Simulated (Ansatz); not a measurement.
**Ligand exchange: CH4 + C2H3ClSn → HCl + C3H6Sn**

Species: CH4 (methane) `C`, singlet; C2H3ClSn `C#[C][SnH2][Cl]`, singlet; HCl (hydrogen chloride), singlet; C3H6Sn `C#[C][SnH2][CH3]`, singlet. The partners trade CH3 for Cl: H–CH3 and Sn–Cl bonds give way to H–Cl and Sn–CH3.

Shapes, held fixed at every level: PBE0-D4/def2-TZVP. Programs: Ansatz 0.2.0. Electronic energies: no zero-point or thermal term.

| level | kind | ΔE (kJ/mol) | less CCSD(T)/def2-TZVPP |
| --- | --- | --- | --- |
| HF/def2-SVP | Hartree–Fock | +132.7 | +31.2 |
| HF/def2-TZVPP | Hartree–Fock | +128.0 | +26.5 |
| SPW92/def2-TZVPP | LDA | +100.2 | -1.3 |
| r2SCAN0-D4/def2-TZVPP | global hybrid | +114.6 | +13.1 |
| B2PLYP/def2-TZVPP | double hybrid | +112.5 | +11.0 |
| CCSD(T)/def2-SVP | coupled cluster or CI | +112.3 | +10.8 |
| CCSD(T)/def2-TZVPP | coupled cluster or CI | +101.5 | 0.0 |

The highest level, CCSD(T)/def2-TZVPP, gives ΔE = +101.5 kJ/mol; the levels span +100.2 to +132.7. The column of differences is taken from that level and isn't an error. No measured value is set beside it here. For atoms past krypton def2 sets carry core potentials with scalar relativity. Outer-core shells of Sn are correlated, in sets that cover them unevenly.
